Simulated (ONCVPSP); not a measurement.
Potentials for Au compared

Generated with ld1.x 7.5 (TM, RRKJ, ultrasoft, PAW), atompaw 4.2 or ONCVPSP 4.0.1. The cutoff is in Ry: for ld1.x and atompaw files where the sum of valence levels is converged to 10 mRy in a Bessel basis, for ONCV files where the hardest occupied wave has 1 mHa per electron of residual kinetic energy. The error is the largest all-electron minus pseudo excitation energy over each file’s own four to seven test configurations (ionisations up to +4, promotions, holes and added fractions of an electron), all of which were solved. The labels leave out finer settings (local radius, basis sizes, second energies), which also bear on the numbers. Spin-polarised tests are not counted. The rows are a selection from randomly drawn settings: files with unsolved tests, undetermined cutoffs or missed reference levels are left out.

A true bound ghost makes a file unfit for plane-wave use even where its test errors are small: the radial tests pick states by their node count and pass the ghost by.

```tsv
potential	cutoff (Ry)	largest error (meV)	bound ghosts
ONCV, PBE, scalar-relativistic, rc 1.30/1.05/1.05 (spd), local d, core correction yes, reference 5s2 5p6 5d10 6s0.5, qcut 9.4/6.2/9.3, projectors 2/2/0	278	-9.7	none
ONCV, PBE, scalar-relativistic, rc 1.60/1.40/1.40/0.65 (spdf), local smoothed, core correction yes, reference 4f14 5s2 5p6 5d10, qcut 9.8/7.7/7/28.2, projectors 3/3/2/2	692	-12	s
ONCV, PBE, scalar-relativistic, rc 2.30/1.45/2.15 (spd), local smoothed, core correction no, reference 5p6 5d10, qcut 2.4/11.6/7.1, projectors 2/1/2	79	+11	s
ONCV, PBE, scalar-relativistic, rc 1.40/1.85/1.50 (spd), local smoothed, core correction yes, reference 5s2 5p6 5d10 6s0.5, qcut 10.5/6.4/5.9, projectors 2/2/2	72	-4.5	none
ONCV, PBEsol, fully relativistic, rc 1.55/1.50/1.75/1.40 (spdf), local f, core correction no, reference 5s2 5p6 5d10 6s1, qcut 8.5/9/8.6/7.8, projectors 2/2/3/0	63	-3.2	s
```

Problem. Fill in the row for Au: ONCV, PBE, scalar-relativistic, rc 2.45/1.80/2.25 (spd), local smoothed, core correction yes, reference 5p6 5d10 6s1, qcut 3.3/7.5/7, projectors 3/2/2.

Solution. cutoff 33 Ry, largest error +22 meV, bound ghosts: none.
